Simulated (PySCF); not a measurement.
H4O4Si. Atoms are numbered in the order given.

```xyz
9

O     -1.0614    -0.9407     0.8737
Si     0.0000     0.0000     0.0000
O      0.9407    -1.0614    -0.8737
O     -0.9407     1.0614    -0.8737
O      1.0614     0.9407     0.8737
H     -0.6832    -1.7958     1.1430
H      1.7958    -0.6832    -1.1430
H     -1.7958     0.6832    -1.1430
H      0.6832     1.7958     1.1430
```
Charge 0, spin multiplicity 1.

Geometry optimised at PBE-D3(BJ)/def2-SVP. The isomer is the one that the SMILES or the coordinates give; other isomers of the formula were not compared. Other conformers were not sampled.

The numbers are results of SMD-B3LYP/def2-SVP in PySCF, not measurements.

Solvation free energies are E(SMD) − E(gas) at the gas-phase geometry, for 1 M in both phases. In vacuum the dipole moment is 0.00 D.

| solvent | ΔG(solv) (kcal/mol) | its non-electrostatic (CDS) part | dipole (D) |
|---|---|---|---|
| water | -14.4 | 2.5 | 0.00 |
| acetone | … | … | … |
| methanol | -13.8 | 2.6 | 0.00 |

**Question.** Fill in the missing entries. (The exact figures need the calculation; the answer reports its results.)

**Answer.** 
- acetone, ΔG(solv) (kcal/mol): -9.1
- acetone, its non-electrostatic (CDS) part: -2.2
- acetone, dipole (D): 0.00
